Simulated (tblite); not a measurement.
C6H13NSi2.
Cartesian coordinates in Å at the GFN2-xTB level; atoms count from 1:
```xyz
22
C6H13NSi2 angstrom
N      3.0742    0.7695    2.3031
C      2.2605    0.8880    1.3402
C      1.6449   -0.1778    0.5857
C      0.7636   -0.0463   -0.4214
C      0.1586   -1.2793   -1.0363
C     -1.0807   -1.7426   -0.2519
Si    -2.5126   -0.4754   -0.3167
Si    -1.4695    1.5800   -0.0930
C      0.2415    1.2492   -0.9169
H      3.2980   -0.1987    2.5394
H      2.0053    1.9098    1.0759
H      1.9432   -1.1783    0.8845
H     -0.1246   -1.0850   -2.0738
H      0.8983   -2.0851   -1.0390
H     -1.4031   -2.7064   -0.6495
H     -0.7877   -1.9197    0.7849
H     -3.4870   -0.8353    0.7195
H     -3.1916   -0.6506   -1.6111
H     -1.2078    2.0137    1.2850
H     -2.0646    2.7219   -0.8001
H      0.9277    2.0670   -0.7126
H      0.1031    1.2011   -1.9976
```

Method: GFN2-xTB as coded in tblite; computed harmonic values from a numerical Hessian at the method's own geometry, unscaled. This tight-binding method is rough: wavenumbers can miss measured ones by several per cent, in bad cases by 10 to 20. Modes of hydrogen on silicon can be 10 to 20 % off. One conformer, not necessarily the lowest.

Harmonic wavenumbers (cm⁻¹): 44.4, 63.0, 110.2, 148.5, 185.4, 206.9, 235.6, 318.8, 359.4, 387.1, 434.8, 451.8, 452.5, 515.2, 538.0, 554.3, 596.0, 611.4, 650.0, 688.9, 718.8, 762.6, 774.1, 786.5, 802.5, 809.2, 867.6, 891.6, 951.2, 1031.2, 1066.7, 1083.6, 1095.0, 1135.4, 1164.1, 1174.7, 1191.9, 1237.5, 1287.5, 1319.0, 1338.4, 1378.4, 1475.7, 1481.1, 1503.6, 1642.4, 1678.1, 2174.1, 2200.7, 2215.4, 2217.6, 2948.8, 2961.6, 2970.0, 2976.9, 2980.6, 3009.7, 3020.6, 3025.6, 3290.1.

A = 1854, B = 729.7, C = 619.5 MHz; mass 155.059 u (most abundant isotopes); point group C1, symmetry number 1.

Q: Zero-point energy?

A: Half the sum of the wavenumbers: 37096 cm⁻¹ = 443.77 kJ/mol.

Q: Give the ideal-gas entropy at 350 K and 1 bar in the rigid-rotor, harmonic-oscillator model (classical rotation).

A: Translation 175.09, rotation 128.90, vibration 166.67: S = 470.7 J/(mol K).

Q: And Cp and H(350 K) − H(0)?

A: Cp = 220.72 J/(mol K), of which vibrations give 187.47 (their classical limit is 60 R = 498.9); H(350 K) − H(0) = 43.34 kJ/mol without the zero-point energy, 31.70 from vibrations.

Q: Blend soft modes into free rotors: weight 1/[1 + (100 cm⁻¹/ν̃)⁴] for the oscillator and the rest for a rotor with moment μB/(μ + B), μ = h/(8π²ν), B = 10⁻⁴⁴ kg m². What vibrational entropy results?

A: 154.68 J/(mol K) in place of 166.67, which changes −T·S at 350 K by +4.19 kJ/mol.

Q: How do the functions run with temperature in this model?

A: 
| T (K) | S (J/(mol K)) | Cp (J/(mol K)) | H − H(0) (kJ/mol) | G − H(0) (kJ/mol) | ln q(vib) |
| --- | --- | --- | --- | --- | --- |
| 150 | 337.2 | 107.9 | 10.23 | -40.34 | 3.17 |
| 250 | 405.9 | 166.2 | 23.93 | -77.54 | 6.09 |
| 298.15 | 437.5 | 193.4 | 32.59 | -97.84 | 7.55 |
| 400 | 501.7 | 244.8 | 54.99 | -145.70 | 10.71 |
| 600 | 616.3 | 320.3 | 112.02 | -257.77 | 16.95 |
| 900 | 760.9 | 391.4 | 219.70 | -465.09 | 25.81 |

q(vib) and H(0) count from the zero-point level.

Q: What must be added to the electronic energy to get the Gibbs energy at 350 K and 1 bar?

A: ZPE + [H(350 K) − H(0)] − T·S = 443.77 + 43.34 − 164.73 = 322.38 kJ/mol.

Q: Which modes carry the vibrational entropy at 350 K?

A: 44.4 cm⁻¹: 22.47; 63.0 cm⁻¹: 19.57; 110.2 cm⁻¹: 14.97; 148.5 cm⁻¹: 12.55; 185.4 cm⁻¹: 10.77; 206.9 cm⁻¹: 9.91 J/(mol K); the other 54 give 76.44 together.

Hindered rotation and anharmonicity are outside this model. Other conformers, if any are populated, would add a mixing term that is left out. The structure is chiral; the term R ln 2 for an equal mix with its mirror image is left out.

On an Intel Xeon at 2.50 GHz with one thread, on a shared host, this took 4.6 s wall, 3.8 s CPU. The figure is for the frequency step alone.
